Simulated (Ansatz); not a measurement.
`N#[C][Ge]([F])([F])[F]` + `N#C[Si](F)(C#N)C#N` → `N#[C][Ge]([F])([F])[C]#N` + `N#C[Si](F)(F)C#N` at 500 K and 1 bar (redistribution).

Gas-phase electronic energies from Ansatz, PBE0-D4/def2-TZVP geometries. CCSD(T)/CBS is the MP2 limit (def2-TZVPP, def2-QZVPP) plus CCSD(T) − MP2 in def2-TZVPP, frozen cores. For Ge outer-core shells are correlated without core-valence functions, which leaves a few kJ/mol of doubt a bond. Scalar relativity is left out up to krypton.

```json
{"species": "`N#[C][Ge]([F])([F])[F]`", "CCSD(T)/CBS energy (Eh)": "-2468.33469", "H − E (kJ/mol)": "83.3", "S (J/(mol·K))": "397.0"}
{"species": "`N#C[Si](F)(C#N)C#N`", "CCSD(T)/CBS energy (Eh)": "-667.16567", "H − E (kJ/mol)": "129.7", "S (J/(mol·K))": "449.8"}
{"species": "`N#[C][Ge]([F])([F])[C]#N`", "CCSD(T)/CBS energy (Eh)": "-2461.23798", "H − E (kJ/mol)": "105.2", "S (J/(mol·K))": "436.2"}
{"species": "`N#C[Si](F)(F)C#N`", "CCSD(T)/CBS energy (Eh)": "-674.28873", "H − E (kJ/mol)": "108.3", "S (J/(mol·K))": "415.9"}
```

H − E and S are ideal-gas, rigid-rotor, harmonic terms from PBE0-D4/def2-TZVP. 1 Eh = 2625.50 kJ/mol, R = 8.31446 J/(mol·K).

Problem. By hand: ΔE, ΔH, ΔS and ΔG.

Solution. ΔE = (-2461.23798) + (-674.28873) − (-2468.33469) − (-667.16567) = -0.02635 Eh = -69.2 kJ/mol. Δ(H − E) = 105.2 + 108.3 − 83.3 − 129.7 = 0.5, so ΔH = -68.7 kJ/mol. ΔS = 436.2 + 415.9 − 397.0 − 449.8 = 5.3 J/(mol·K). ΔG = -68.7 − 500 × (5.3)/1000 = -71.4 kJ/mol.

Problem. By hand: the equilibrium constant, and the temperature at which ΔG would vanish if ΔH and ΔS stayed fixed.

Solution. log₁₀ K = −ΔG/(RT ln 10) = 7.5. ΔH and −TΔS have one sign here, so there is no such temperature. One of them is within its doubt of zero, so this could turn.

The number of gas molecules stays the same, so ΔS is small and ΔH decides. A doubt of 5 kJ/mol in ΔE shifts log₁₀ K by 0.5 here. These are equilibria of isolated gas molecules and say nothing of rates. Largest T1 diagnostic: 0.014 (customary marks: 0.02 for closed shells, 0.045 for open ones).
